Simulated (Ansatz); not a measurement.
`C=CCN([SiH3])C(C)C`, relaxed with RKS PBE-D4/def2-SVP in the Gaussian-basis code of Ansatz from a rough embedded geometry. The force threshold is 0.03 eV/Å; the program also tests the step.

Charge 0, multiplicity 1.

Start:

```xyz
23

C     3.225   -1.034   -0.324
C     2.127   -0.229   -0.358
C     0.685   -0.672   -0.578
N    -0.138   -0.155    0.476
Si   -0.275   -1.146    1.965
C    -1.229    0.760    0.114
C    -2.247    0.173   -0.840
C    -0.633    2.084   -0.486
H     4.150   -0.663   -0.145
H     3.034   -2.120   -0.446
H     2.294    0.846   -0.204
H     0.393   -0.186   -1.551
H     0.579   -1.767   -0.729
H     1.013   -1.700    2.335
H    -0.770   -0.245    3.062
H    -1.290   -2.198    1.713
H    -1.782    1.081    1.004
H    -3.094    0.870   -0.998
H    -1.823   -0.102   -1.793
H    -2.744   -0.770   -0.379
H     0.088    2.464    0.228
H    -1.392    2.800   -0.586
H    -0.170    1.909   -1.482
```

| step | energy (eV) | largest force (eV/Å) | largest move (Å) |
| --- | --- | --- | --- |
| 1 | -15810.5050 | 4.133 | 0.000 |
| 2 | -15810.9787 | 1.454 | 0.098 |
| 3 (rejected) | -15810.9706 | 1.137 | 0.192 |
| 4 | -15811.0367 | 0.327 | 0.096 |
| 5 | -15811.0438 | 0.322 | 0.100 |
| 6 (rejected) | -15811.0355 | 0.264 | 0.120 |
| 7 | -15811.0569 | 0.040 | 0.058 |
| 8 | -15811.0577 | 0.022 | 0.016 |
| 9 | -15811.0584 | 0.030 | 0.031 |

End:

```xyz
23

C     3.176   -1.091   -0.293
C     2.137   -0.243   -0.382
C     0.708   -0.657   -0.622
N    -0.192   -0.200    0.443
Si   -0.279   -1.101    1.942
C    -1.246    0.768    0.096
C    -2.298    0.187   -0.864
C    -0.660    2.088   -0.427
H     4.201   -0.736   -0.104
H     3.036   -2.178   -0.410
H     2.296    0.842   -0.245
H     0.362   -0.227   -1.588
H     0.661   -1.763   -0.764
H     1.097   -1.596    2.291
H    -0.804   -0.181    3.011
H    -1.191   -2.313    1.901
H    -1.763    1.001    1.053
H    -3.120    0.910   -1.044
H    -1.855   -0.059   -1.851
H    -2.739   -0.742   -0.450
H     0.060    2.511    0.302
H    -1.461    2.835   -0.604
H    -0.128    1.945   -1.391
```

Run time 9 s (4 threads of an AMD EPYC 7R13 on a shared host and a share of an NVIDIA H100 80 GB); peak host memory 0.86 GiB.
